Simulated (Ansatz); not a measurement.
Job for Ansatz (a quantum-chemistry and plane-wave program): FCI/cc-pVTZ on GeH, 2S+1 = 2, a point of a bond scan (R = 6.425 Å). The run froze 14 orbitals, filled d shells among them.

Ansatz 0.2 input:
```yaml
crystal:
  periodic: [false, false, false]
  atoms:
    - {symbol: Ge, position_ang: [-0.00000000, -0.00000000, -0.04867720]}
    - {symbol: H, position_ang: [0.00000000, 0.00000000, 6.37671304]}
basis:
  gaussian:
    orbitals: cc-pVTZ
magnetization: {spin_polarized: false, initial_magnetization: 1}
correlation: {method: fci, electrons: outside_noble_gas}
```

Task: Predict the final total energy.

Result: -2075.9277 hartree.

Task: How many basis functions does it have, and what does it roughly cost on one machine?

Result: 57 functions; roughly 50 core-seconds.
